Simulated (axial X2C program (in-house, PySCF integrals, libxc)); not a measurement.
**Outer orbitals of LiBr at 2.173 Å, PBE0**

Calculated with an in-house all-electron X2C program for linear molecules (integrals from PySCF). Spin-free means the one-electron spin-free X2C Hamiltonian; two-component (2c) means X2C with spin–orbit coupling and atomic mean-field two-electron Coulomb and Gaunt terms, so the difference of the two also holds small scalar two-electron terms. Basis: Br dyall-cv3z [8s9p6d4f1g], Li dyall-cv3z [7s8p2d] (cores contracted in-house); Gaussian nuclei, density fitting, unrestricted open shells. Masses: Br 78.918 u, Li 7.016 u.

The distance is close to the 2c PBE0 minimum; the highest filled and lowest empty levels are listed.

Spin-free orbitals, state M_S = 0, Λ = 0 (closed shell) (Löwdin shares):

| symmetry | occupied | ε (eV) | atomic character |
| --- | --- | --- | --- |
| σα | yes | -19.72 | 81% Br s, 9% Li p, 5% Li d |
| σα | yes | -7.47 | 86% Br p, 7% Li p, 6% Li s |
| π-α | yes | -6.76 | 89% Br p, 6% Li p, 4% Li d |
| π+α | yes | -6.76 | 89% Br p, 6% Li p, 4% Li d |
| σα | no | -1.41 | 74% Li s, 23% Li p |
| π+α | no | 0.11 | 94% Li p, 4% Br p |
| π-α | no | 0.11 | 94% Li p, 4% Br p |
| σα | no | 0.51 | 91% Li p, 5% Li s |

One partner of each degenerate Kramers or spin pair is listed.

Spinors with spin–orbit coupling (state Ω = 0):

```
  ω  occupied  ε (eV)            atomic character     λ mixture
1/2       yes  -19.73  81% Br s, 9% Li p, 5% Li d        100% σ
1/2       yes   -7.54  87% Br p, 7% Li p, 5% Li s  90% σ, 10% π
1/2       yes   -6.85  89% Br p, 6% Li p, 4% Li d  90% π, 10% σ
3/2       yes   -6.61  89% Br p, 7% Li p, 5% Li d        100% π
1/2        no   -1.41          74% Li s, 23% Li p        100% σ
1/2        no    0.10           94% Li p, 4% Br p        100% π
3/2        no    0.12           94% Li p, 4% Br p        100% π
1/2        no    0.51           91% Li p, 5% Li s        100% σ
```

One partner of each degenerate Kramers or spin pair is listed.

Q: How does the gap between the highest filled and lowest empty level change from the spin-free to the 2c table?

A: From 5.35 to 5.20 eV at PBE0, a change of -0.15 eV.

Mulliken charges and populations of the two-component result (they depend on the basis, above all on diffuse functions):

Br -0.61 e (s 7.98 p 17.62 d 10.01), Li 0.61 e (s 2.09 p 0.24 d 0.05).

The state is one determinant whose occupation by symmetry is held fixed; it was picked as the lowest of a PBE0 search that is not exhaustive.
